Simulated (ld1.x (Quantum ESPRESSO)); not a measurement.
## Before and after: TM potential for Br

```json
{
 "Element": "bromine (Br)",
 "Generator": "ld1.x (Quantum ESPRESSO) 7.5",
 "Type": "norm-conserving Troullier–Martins (Kleinman–Bylander form)",
 "Functional": "LDA (PZ)",
 "Relativity": "fully relativistic",
 "Frozen core": "[Ar] 3d10",
 "Valence charge": "7",
 "Reference configuration": "4s2 4p5",
 "Partial waves": "4p (bound): rc 1.50 bohr; 4d channel at 0.35 Ry: rc 1.30 bohr; 4s (bound): rc 1.30 bohr",
 "Local potential": "the s channel",
 "Core correction": "Bessel-smoothed model core inside 0.90 bohr"
}
```

Open shells are filled in proportion to 2j + 1 (rel_dist='average').

Change: all radii but the core radius scaled by about 1.23 (s 1.60, p 1.84, d 1.60 bohr).

Cutoffs: the cutoffs (Ry, on a coarse ladder) from which the occupation-weighted sum of valence levels, in a spherical-Bessel basis at the reference potential, stays within 10 and 1 mRy of its value at 400 Ry; they do not see the model core or the augmentation charge, which bear on the density cutoff. Errors are all-electron minus pseudo energies relative to the spin-unpolarised reference configuration.

**Question.** Predict the effect on cutoff, ghosts and configuration errors.

**Answer.** The potential gets softer (50 Ry and 90 Ry → 45 Ry and 60 Ry); both files keep a bound ghost (d); of the 7 tests that both files solve, the error grows in 1 and shrinks in 3 by more than 15 % and 0.3 meV (median size 2.2 → 1.6 meV). A larger radius leaves more room for a smooth pseudo-wave, so fewer plane waves are needed.

```csv
quantity,base,changed
"cutoff, loose",50 Ry,45 Ry
"cutoff, tight",90 Ry,60 Ry
loose cutoff by channel (10 mRy a level),"p 18 Ry, s 40 Ry","p 18 Ry, s 35 Ry"
bound ghosts,"d5/2, d3/2","d5/2, d3/2"
"error for 4s2 4p4, meV [ΔE 12.71 eV]",+2.2,+1.6
"error for 4s2 4p3, meV [ΔE 35.66 eV]",+8.5,+6.0
"error for 4s2 4p2, meV [ΔE 69.89 eV]",+12,+5.6
"error for 4s1 4p6, meV [ΔE 12.41 eV]",-3.6,-3.8
"error for 4s1 4p5, meV [ΔE 25.75 eV]",+0.1,-1.2
"error for 4s2 4p4.5, meV [ΔE 5.15 eV]",+0.5,+0.4
"error for 4s2 4p5.3, meV [ΔE -2.01 eV]",+0.1,+0.1
```

 A true bound ghost makes a file unfit for plane-wave use even where its test errors are small: the radial tests pick states by their node count and pass the ghost by.
